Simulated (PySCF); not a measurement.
# Working with the constants of SbTe

B97-3 constants of SbTe, ²Π (doublet), unpaired electrons π ↑ (basis Sb def2-TZVPPD with ECP28, Te def2-TZVPPD with ECP28; scalar-relativistic core potentials; PySCF 2.14; masses 120.9038 and 129.9062 u):

```
ωe              : 262.2 cm⁻¹
ωexe            : 0.896 cm⁻¹
Be              : 0.041811 cm⁻¹
αe              : 0.000113 cm⁻¹
D (centrifugal) : 4.25e-09 cm⁻¹
De to Sb + Te   : 2.68 eV
```

(1) Give the vibrational terms G(v) and spacings up to v = 3.

(2) How well does the Morse estimate ωe²/(4ωexe) reproduce De, and what is D0?

Spin–orbit coupling is left out, which matters for elements this heavy, above all for dissociation energies. The state is the lowest determinant that a PBE0 search found; another state may lie lower at other levels.

Answers

(1) G(v) = ωe(v+½) − ωexe(v+½)².

| v | G(v) (cm⁻¹) | G(v) − G(v−1) | Bv (cm⁻¹) |
| --- | --- | --- | --- |
| 0 | 131 |  | 0.04175 |
| 1 | 391 | 260 | 0.04164 |
| 2 | 650 | 259 | 0.04153 |
| 3 | 907 | 257 | 0.04142 |

(2) It gives 2.38 eV, 89 % of the computed De. D0 = De − G(0) = 2.68 − 0.02 = 2.66 eV.
